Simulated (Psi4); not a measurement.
Internal rotation in H7NSSi2, SMILES N[SiH2][SiH2]S. Scanned: dihedral H5–N1–Si2–Si3; all other coordinates were relaxed at B3LYP-D3(BJ)/def2-SVP. Heavy atoms are numbered in the order of the SMILES N[SiH2][SiH2]S, hydrogens after them in the order of the atoms that carry them; the mirror image has the same energies with the sign of each dihedral reversed.

- PBE-D3(BJ)/def2-TZVP // B3LYP-D3(BJ)/def2-SVP (Psi4)
- MP2/cc-pVTZ = Psi4 1.11 with DF-MP2 (frozen core)/cc-pVTZ // B3LYP-D3(BJ)/def2-SVP

Energies relative to the lowest point of each profile, in kJ/mol:

```tsv
φ / °	PBE-D3(BJ)/def2-TZVP
-150	0.5
-120	2.1
-90	2.7
-60	0.0
-30	1.6
0	4.5
30	1.6
60	0.0
90	2.7
120	2.0
150	0.5
180	0.5
```

### Question
What does MP2/cc-pVTZ give at the same points?

### Answer
-150: 0.8; -120: 3.4; -90: 3.4; -60: 0.0; -30: 1.7; 0: 4.5; 30: 1.7; 60: 0.0; 90: 3.3; 120: 3.4; 150: 0.8; 180: 0.4 (kJ/mol).
